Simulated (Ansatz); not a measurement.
Reaction (formal exchange of groups at a Ge–Si bond): `O[SiH](O)[GeH3]` + `C#C[SiH](F)Cl` → `F[SiH](Cl)C#[C][GeH3]` + `O[SiH2]O`

Calculated with Ansatz (gas phase, PBE0-D4/def2-TZVP geometries, no zero-point term in ΔE). CCSD(T)/CBS adds triple-zeta CCSD(T) − MP2 to the extrapolated MP2 energy (def2 sets, frozen cores). DFT in def2-TZVPP. HSE06 is defined as in plane-wave codes. For Ge outer-core shells are correlated without core-valence functions, which leaves a few kJ/mol of doubt a bond. Scalar relativity is left out up to krypton. Each species was taken in one conformer, which may not be the lowest.

```json
{"level": "revPBE-D4", "ΔE (kJ/mol)": "-4.7", "difference from CCSD(T)/CBS": "12.7"}
{"level": "B97M-V", "ΔE (kJ/mol)": "-13.9", "difference from CCSD(T)/CBS": "3.5"}
{"level": "PBE0-D4", "ΔE (kJ/mol)": "-8.1", "difference from CCSD(T)/CBS": "9.3"}
{"level": "HSE06-D4", "ΔE (kJ/mol)": "-8.3", "difference from CCSD(T)/CBS": "9.1"}
{"level": "BHLYP-D4", "ΔE (kJ/mol)": "-18.7", "difference from CCSD(T)/CBS": "-1.3"}
{"level": "ωB97X-V", "ΔE (kJ/mol)": "-16.1", "difference from CCSD(T)/CBS": "1.3"}
{"level": "PBE-QIDH", "ΔE (kJ/mol)": "-19.6", "difference from CCSD(T)/CBS": "-2.2"}
{"level": "r2SCAN", "ΔE (kJ/mol)": "-10.7", "difference from CCSD(T)/CBS": "6.7"}
{"level": "r2SCANh", "ΔE (kJ/mol)": "-11.8", "difference from CCSD(T)/CBS": "5.6"}
{"level": "HSE06", "ΔE (kJ/mol)": "-9.6", "difference from CCSD(T)/CBS": "7.8"}
{"level": "MP2/def2-TZVPP", "ΔE (kJ/mol)": "-29.4", "difference from CCSD(T)/CBS": "-12.0"}
{"level": "CCSD(T)/def2-TZVPP", "ΔE (kJ/mol)": "-23.2", "difference from CCSD(T)/CBS": "-5.8"}
{"level": "HF/def2-QZVPP", "ΔE (kJ/mol)": "-34.4", "difference from CCSD(T)/CBS": "-17.0"}
{"level": "MP2/def2-QZVPP", "ΔE (kJ/mol)": "-26.0", "difference from CCSD(T)/CBS": "-8.6"}
{"level": "MP2/CBS(def2)", "ΔE (kJ/mol)": "-23.6", "difference from CCSD(T)/CBS": "-6.2"}
{"level": "CCSD/CBS(def2)", "ΔE (kJ/mol)": "-18.1", "difference from CCSD(T)/CBS": "-0.7"}
{"level": "CCSD(T)/CBS", "ΔE (kJ/mol)": "-17.4", "difference from CCSD(T)/CBS": "0"}
```

Largest T1 diagnostic among the species: 0.012.

Leaving LDA and LC-ωPBE aside and taking each functional with its dispersion term where it has one, the values, not all of them listed here, spread over 18.4 kJ/mol, from B2PLYP to PBE-D4. LDA lies +3.5 kJ/mol from PBE without D4. From PBE to PBE0 (25 % exact exchange), in def2-TZVPP and without D4, ΔE moves by −5.2 kJ/mol. At CCSD(T), def2-SVP lies −8.2 kJ/mol from the extrapolated value and def2-TZVPP −5.8 kJ/mol.
